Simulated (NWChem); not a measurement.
AlP₂H₅O; SMILES [OH][Al]([PH2])[PH2]

```xyz
9

Al     0.3589    -0.0141     0.0479
O      2.0658    -0.1422     0.1896
H      2.6661    -0.1505    -0.5659
P     -0.6758     0.2739    -2.0492
H      0.0465    -0.7809    -2.6831
H     -1.8014    -0.5424    -1.7344
P     -0.7614     0.2299     2.0904
H     -1.8513    -0.6202     1.7392
H     -0.0169    -0.7990     2.7366
```
Atoms are numbered in this order, from 1.

Computed with NWChem. Pople sets run with spherical d functions. Geometry: optimised at B3LYP/6-31G* (spherical d). B3LYP is NWChem's, with the RPA form of VWN correlation. GIAO values for the isolated, static molecule; σ is the absolute isotropic shielding, δ = σ(reference) − σ with the isolated reference molecule computed at the same levels (1H: tetramethylsilane, 17O: water, 31P: phosphine).

| level | δ O2 (ppm) | δ P4 (ppm) | δ H5 (ppm) | δ H6 (ppm) | δ P7 (ppm) | δ H8 (ppm) | δ H9 (ppm) |
|---|---|---|---|---|---|---|---|
| PBE/pcSseg-1 | 110.6 | -13.8 | 1.29 | 1.23 | -20.5 | 1.11 | 1.58 |
| KT2/pcSseg-1 | 108.7 | -9.5 | 1.31 | 1.23 | -16.8 | 1.12 | 1.60 |
| Hartree-Fock/6-31G* | 53.8 | -41.5 | 1.12 | 1.07 | -44.3 | 0.97 | 1.40 |
| B3LYP/6-311G** | ___ | ___ | ___ | 1.27 | ___ | ___ | ___ |

**Question.** What belongs in the gaps?

**Answer.** 
- B3LYP/6-311G**, δ O2 (ppm): 106.5
- B3LYP/6-311G**, δ P4 (ppm): -17.8
- B3LYP/6-311G**, δ H5 (ppm): 1.43
- B3LYP/6-311G**, δ P7 (ppm): -23.8
- B3LYP/6-311G**, δ H8 (ppm): 1.16
- B3LYP/6-311G**, δ H9 (ppm): 1.68
